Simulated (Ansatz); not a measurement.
Reaction (formal exchange of groups at the Si–Cl bond): `Cl[SiH](Cl)[GeH3]` + CH₄ → `C[SiH](Cl)[GeH3]` + HCl

Calculated with Ansatz (gas phase, PBE0-D4/def2-TZVP geometries, no zero-point term in ΔE). CBS: MP2 limit from def2 TZ/QZ plus the TZ coupled-cluster correction, frozen cores. This one scheme is used for every species. DFT in def2-TZVPP. B3LYP here is the variant with VWN-RPA as its local correlation; programs differ in this. For Ge outer-core shells are correlated without core-valence functions, which leaves a few kJ/mol of doubt a bond. Scalar relativity is left out up to krypton.

```json
{"level": "PBE-D4", "ΔE (kcal/mol)": "22.9", "difference from CCSD(T)/CBS": "-0.1"}
{"level": "revPBE-D4", "ΔE (kcal/mol)": "22.8", "difference from CCSD(T)/CBS": "-0.2"}
{"level": "r2SCANh-D4", "ΔE (kcal/mol)": "23.8", "difference from CCSD(T)/CBS": "0.8"}
{"level": "CAM-B3LYP-D4", "ΔE (kcal/mol)": "23.3", "difference from CCSD(T)/CBS": "0.3"}
{"level": "PBE", "ΔE (kcal/mol)": "23.1", "difference from CCSD(T)/CBS": "0.1"}
{"level": "revPBE", "ΔE (kcal/mol)": "23.4", "difference from CCSD(T)/CBS": "0.4"}
{"level": "BLYP", "ΔE (kcal/mol)": "24.0", "difference from CCSD(T)/CBS": "1.0"}
{"level": "r2SCAN", "ΔE (kcal/mol)": "24.0", "difference from CCSD(T)/CBS": "1.0"}
{"level": "B3LYP", "ΔE (kcal/mol)": "23.9", "difference from CCSD(T)/CBS": "0.9"}
{"level": "RPA@PBE/def2-TZVPP", "ΔE (kcal/mol)": "21.3", "difference from CCSD(T)/CBS": "-1.7"}
{"level": "CCSD/def2-SVP", "ΔE (kcal/mol)": "22.4", "difference from CCSD(T)/CBS": "-0.6"}
{"level": "CCSD(T)/def2-SVP", "ΔE (kcal/mol)": "22.3", "difference from CCSD(T)/CBS": "-0.7"}
{"level": "CCSD/def2-TZVPP", "ΔE (kcal/mol)": "22.1", "difference from CCSD(T)/CBS": "-0.9"}
{"level": "HF/def2-QZVPP", "ΔE (kcal/mol)": "24.8", "difference from CCSD(T)/CBS": "1.8"}
{"level": "MP2/def2-QZVPP", "ΔE (kcal/mol)": "23.8", "difference from CCSD(T)/CBS": "0.8"}
{"level": "HF/CBS(def2)", "ΔE (kcal/mol)": "24.8", "difference from CCSD(T)/CBS": "1.8"}
{"level": "CCSD(T)/CBS", "ΔE (kcal/mol)": "23.0", "difference from CCSD(T)/CBS": "0"}
```

(1) What do rigid-rotor, harmonic-oscillator terms from PBE0-D4/def2-TZVP frequencies (298.15 K, 1 bar) make of the CCSD(T)/CBS value? (Estimate.)

Largest T1 diagnostic among the species: 0.011.

## Answers

(1) The calculation gave: ΔZPE = -1.9 kcal/mol, ΔH = +21.2 kcal/mol, ΔS = 6 J/(mol·K), ΔG = +20.8 kcal/mol.

In def2-TZVPP, CCSD(T) changes the Hartree–Fock value by −2.7 kcal/mol (the triples alone add −0.0 kcal/mol) and MP2 by −1.5 kcal/mol. Leaving LDA and LC-ωPBE aside and taking each functional with its dispersion term where it has one, the values, not all of them listed here, spread over 1.5 kcal/mol, from revPBE-D4 to BHLYP-D4. LDA lies −1.3 kcal/mol from PBE without D4.
